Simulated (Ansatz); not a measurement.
Program: Ansatz. Geometries: PBE0-D4/def2-TZVP. ΔE: electronic, gas phase. CBS: MP2 limit from def2 TZ/QZ plus the TZ coupled-cluster correction, frozen cores. Functionals use def2-TZVPP. For Se outer-core shells are correlated without core-valence functions, which leaves a few kJ/mol of doubt a bond. Scalar relativity is left out up to krypton. Each species was taken in one conformer, which may not be the lowest.

`O[Si](S)(S)Cl` + `ClB[SeH]` → `O[SiH](S)S` + `ClB(Cl)[SeH]`  (redistribution)

CCSD(T)/CBS gives +0.34 eV.

Problem. Another level gave +0.30 eV. Which?
A. HF/def2-TZVPP
B. PBE0/def2-TZVPP
C. LDA (SPW92)/def2-TZVPP
D. r2SCAN0-D4/def2-TZVPP

Solution. B. PBE0 0.30, HF/def2-TZVPP 0.39, r2SCAN0-D4 0.34, LDA (SPW92) 0.24 eV.

Largest T1 diagnostic among the species: 0.012.

In def2-TZVPP, CCSD(T) changes the Hartree–Fock value by −0.08 eV (the triples alone add −0.02 eV) and MP2 by −0.08 eV. From PBE to PBE0 (25 % exact exchange), in def2-TZVPP and without D4, ΔE moves by +0.04 eV.
